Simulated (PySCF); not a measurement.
arsine (AsH3), SMILES [AsH3].

Coordinates come from a PBE-D3(BJ)/def2-TZVPD optimisation.

Two levels are set side by side: TDA-PBE/def2-TZVPD (PySCF) and ADC(2)/aug-cc-pVDZ (PySCF). Vertical, same geometry; the bases differ. Differences are taken from unrounded values.

| quantity | ADC(2) |
|---|---|
| lowest singlet excitation (eV) | 6.72 |

What does TDA-PBE give, and how far is it from ADC(2)? (Estimate from the structure and the level; the computed values follow.)


| quantity | TDA-PBE | TDA-PBE minus ADC(2) |
|---|---|---|
| lowest singlet excitation (eV) | 6.45 | -0.26 |

A lower first singlet is the usual sign of a functional without exact exchange. Differences between two approximate levels are no errors against the true value.

Rough cost on one machine, each run with all the roots and properties that it gave: ADC(2) against TDA-PBE about 3 times.
